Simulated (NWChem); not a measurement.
System: cyclopentadiene (C₅H₆); SMILES C1=CCC=C1

Here is an NWChem input.

```
start job
memory heap 200 mb stack 900 mb global 1100 mb
geometry units angstroms noautoz
  C      0.734102     0.000000    -0.999917
  C      1.183881     0.000000     0.286904
  C      0.000000     0.000000     1.213725
  C     -1.183881     0.000000     0.286904
  C     -0.734102     0.000000    -0.999917
  H      1.358996     0.000000    -1.904540
  H      2.230716     0.000000     0.619243
  H      0.000000     0.885121     1.891891
  H      0.000000    -0.885121     1.891891
  H     -2.230716     0.000000     0.619243
  H     -1.358996     0.000000    -1.904540
end
basis spherical
  * library sto-3g
end
dft
  xc pbe0
  iterations 150
  mulliken
end
task dft energy
```

Coordinates come from a PBE-D3(BJ)/def2-SVP optimisation.

Question: Predict the main results of this run. (PBE0/STO-3G.) Quantities: basis functions; energy (Ha); highest occupied level (eV); orbital gap (eV); dipole (D).

Answer: 
| Item | Result |
|---|---|
| number of basis functions | 31 |
| energy (Ha) | -191.53 |
| highest occupied level (eV) | -4.30 |
| orbital gap (eV) | 6.58 |
| dipole (D) | 0.55 |
